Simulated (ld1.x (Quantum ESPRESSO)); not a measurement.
Results of a calculation; reference values are marked as such.
## Hardness and transferability of assorted potentials

Generated with ld1.x 7.5 (TM, RRKJ, ultrasoft, PAW), atompaw 4.2 or ONCVPSP 4.0.1. The cutoff is in Ry: for ld1.x and atompaw files where the sum of valence levels is converged to 10 mRy in a Bessel basis, for ONCV files where the hardest occupied wave has 1 mHa per electron of residual kinetic energy. The error is the largest all-electron minus pseudo excitation energy over each file’s own four to seven test configurations (ionisations up to +4, promotions, holes and added fractions of an electron), all of which were solved. The labels leave out finer settings (local radius, basis sizes, second energies), which also bear on the numbers. Spin-polarised tests are not counted. The rows are a selection from randomly drawn settings: files with unsolved tests, undetermined cutoffs or missed reference levels are left out.

A true bound ghost makes a file unfit for plane-wave use even where its test errors are small: the radial tests pick states by their node count and pass the ghost by.

```csv
element,potential,cutoff (Ry),largest error (meV),bound ghosts
Si,"ultrasoft, revPBE, non-relativistic, rc 0.90/0.80/0.70 (spd), local smoothed, core correction yes, reference 2s2 2p6 3s1.75 3p2.25",160,-1.5,none
Ni,"ultrasoft, LDA (PZ), scalar-relativistic, rc 2.60/2.50/1.40 (spd), local smoothed, core correction yes, reference 3d8 4s1.5 4p0",55,-50,none
Br,"ultrasoft, PW91, fully relativistic, rc 1.30/1.75 (sp), local smoothed, core correction yes, reference 4s2 4p5",21,-129,none
In,"TM, PBE, fully relativistic, rc 2.30/2.55/2.75 (spd), local s, core correction yes, reference 5s2 5p0.5",18,-169,"d3/2, d5/2"
Xe,"TM semilocal, PBE, scalar-relativistic, rc 1.35/2.00/1.60 (spd), local d, core correction yes, reference 5s2 5p6",70,-43,none
Cs,"TM, PBEsol, fully relativistic, rc 3.45/2.35/4.20 (spd), local s, core correction no, reference 5p6 5d0 6s1 6p0",21,-99,none
Ta,"TM, PW91, scalar-relativistic, rc 2.05/3.70/1.65 (spd), local p, core correction yes, reference 5d3 6s1.5 6p0",30,-358,none
```

**Question.** Fill in the row for Yb: TM semilocal, PBE, scalar-relativistic, rc 3.40/4.20/2.20 (spd), local s, core correction yes, reference 5d1 6s1.5 6p0.5.

**Answer.** cutoff 18 Ry, largest error -86 meV, bound ghosts: none.
